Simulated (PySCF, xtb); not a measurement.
C₃H₆FNSi, SMILES [C@@H]1([SiH2]C=NC1)F.

GFN2-xTB (xtb 6.7.1) at its own geometry gives an orbital gap of 2.72 eV and a dipole moment of 2.47 D.

Geometry: TPSSh-D3(BJ)/def2-SVP. The structure was generated by enumeration; whether it is a known compound was not checked. One conformer was computed; it need not be the lowest.

**Question.** What does CAM-B3LYP/def2-TZVP (PySCF) give? (Estimate from the structure and the level; the computed values follow.)

**Answer.** gap 8.71 eV (levels -8.58 and 0.14 eV), dipole 2.15 D.
